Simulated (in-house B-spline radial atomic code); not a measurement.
Configurations of Sn VI (Sn5+), with energies counted from [Kr] 4d9. Method: Dirac-Hartree-Fock, average of configuration, Fermi nucleus of rms radius 4.6519 fm. Calculated with a B-spline radial code for spherical atoms. Energies include first-order Breit, QED and recoil terms.

Occupations are held fixed; configurations that lie above the ionisation limit could autoionise.

```csv
configuration,E - E(ref) (eV),highest orbital,its <r> (bohr)
[Kr] 4d8 6s1,60.567,6s1/2,3.615
[Kr] 4d8 6p1,65.03,6p3/2,4.019
[Kr] 4d8 5g1,75.376,5g7/2,4.553
[Kr] 4d8 7p1,75.882,7p3/2,6.324
[Kr] 4d8 7f1,83.634,7f7/2,9.668
[Kr] 4d8 8g1,87.335,8g7/2,14.25
[Ar] 3d10 4s2 4p5 4d9 8s1,154.77,8s1/2,8.419
[Ar] 3d10 4s2 4p5 4d9 8f1,160.76,8f7/2,13.14
```

(1) Order these further configurations by energy, lowest first.
A. [Kr] 4d8 5f1
B. [Ar] 3d10 4s2 4p5 4d9 5g1
C. [Ar] 3d10 4s2 4p5 4d10
D. [Ar] 3d9 4s2 4p6 4d10
E. [Kr] 4d8 5s1

(2) How far above the reference does [Kr] 4d8 5p1 lie?

(3) How far above the reference does [Kr] 4d8 6f1 lie?

(4) How far above the reference does [Ar] 3d10 4s2 4p5 4d9 6f1 lie?

Answers

(1) E (29.041 eV), A (71.854 eV), C (74.043 eV), B (149.73 eV), D (466.28 eV).

(2) 40.381 eV; its least bound orbital is 5p3/2 with <r> = 2.194 bohr.

(3) 79.239 eV; its least bound orbital is 6f7/2 with <r> = 6.639 bohr.

(4) 153.5 eV; its least bound orbital is 6f7/2 with <r> = 6.601 bohr.
